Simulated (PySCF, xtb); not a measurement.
CH₆BN, SMILES N(B)C.

GFN2-xTB (xtb) at its own geometry gives an orbital gap of 5.99 eV and a dipole moment of 2.14 D.

The structure is a stationary point at B3LYP-D3(BJ)/def2-TZVP.

**Question.** What does PBE/def2-TZVPD (PySCF) give? (An estimate is asked for; the answer gives what the named calculation found.)

**Answer.** gap 5.89 eV (levels -6.63 and -0.74 eV), dipole 2.14 D.
